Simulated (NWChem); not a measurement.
Species: C₂H₇NOSi₂; SMILES C1(C[Si@H](O)N=1)[SiH3]

All runs: NWChem. Pople sets run with spherical d functions. Each level has its own optimisation; frequencies are unscaled. Brackets give each atom's bonded neighbours. One conformer.

```csv
level,r O–Si (Å),r H–O (Å),r C–Si [C(CHHSi)–Si(CCHNO)] (Å),r C–Si [C(CNSiSi)–Si(CCHNO)] (Å),highest harmonic frequency (cm⁻¹),lowest (cm⁻¹),zero-point energy (kcal/mol),dipole (D)
B3LYP/3-21G,1.683,0.986,1.943,2.296,3620,36,52.9,2.49
Hartree-Fock/STO-3G,1.666,0.984,1.862,2.255,4272,65,66.2,1.79
B3LYP/6-31G*,1.658,0.968,1.904,2.218,3800,64,53.7,2.41
```
